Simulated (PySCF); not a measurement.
Polarisability and C₆ of Nb (niobium, neutral)

[Kr] 4d4 5s1, high-spin 6D determinant. Calculation: PySCF 2.14, in ANO-RCC-VTZP (7s6p4d2f1g, 68 functions); the spin-free X2C one-electron Hamiltonian (Gaussian nucleus). Coupled (time-dependent) response in atomic units; α is the mean over directions. The basis has no added diffuse functions, which lowers α and C₆.

```csv
method,mean α (bohr³),"α xx, yy, zz",C₆ (like pair),S(−4)
B3LYP,86.97,"84.92, 84.92, 91.07",906.4,4869
M06-2X,105.9,"101.5, 101.5, 114.6",1159,7723
```

S(−4) is the Cauchy moment in α(ω) = α(0) + S(−4) ω² + …

Reference α: 98 ± 8 bohr³ (recommended; Schwerdtfeger and Nagle, table of static dipole polarizabilities (2023 update)). Published C₆: 1140 (Gould and Bucko (2016)).

Spin-orbit coupling is absent.

α(iu) at M06-2X:

| u (hartree) | α(iu) (bohr³) |
| --- | --- |
| 0 | 105.9 |
| 0.0500 | 90.07 |
| 0.100 | 64.10 |
| 0.200 | 33.64 |
| 0.300 | 21.72 |
| 0.500 | 12.84 |
| 0.750 | 8.437 |
| 1.00 | 6.073 |
| 1.50 | 3.573 |
| 2.00 | 2.333 |
| 3.00 | 1.206 |
| 5.00 | 0.4910 |

A single London oscillator, α(iu) = α/(1 + u²/ω²), gives C₆ = (3/4) ω α². Matching the computed C₆ needs ω = 4 × 1159 / (3 × 105.9²) = 0.138 hartree.

The components differ because the open shell of this determinant is not spherical; for a pure term their mean is the scalar polarisability.
